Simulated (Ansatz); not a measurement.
Question: Name a neutral molecule of C, Cl, O, Se, Sn and H with LUMO energy (ωB97M-V/def2-TZVPP) between -0.65 and -0.35 eV and size of the dipole moment (ωB97M-V/def2-TZVPP) between 1.40 and 1.70 D (Ansatz, PBE0-D4/def2-TZVP geometry).

Answer: `C[O][Sn]([Cl])([Cl])[SeH]` (-0.53 eV, 1.44 D). Other molecules can fit too; these were computed, each in one conformer that needn't be the lowest.
